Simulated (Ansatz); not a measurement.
```yaml
atoms:
  - { symbol: C, position_ang: [0.0000, 0.0000, -0.1485] }
  - { symbol: H, position_ang: [0.0000, 0.0000, 0.8913] }
```

Basis set: 6-31G* (spherical functions). Correlated methods keep 1 orbital frozen. Charge 0, multiplicity 2.

Computed with Ansatz (development build ahead of 0.2.0); each method stands on the lowest determinant of its kind that the runs found.

Give the atomization energy at this shape (free ground-state atoms in the same class of orbitals less the molecule, no zero-point energy) of doublet CH by UHF-MP2, UHF.

```csv
method,atomization energy
UHF-MP2,2.73 eV
UHF,2.35 eV
```

Caution: the unrestricted determinant is spin contaminated.
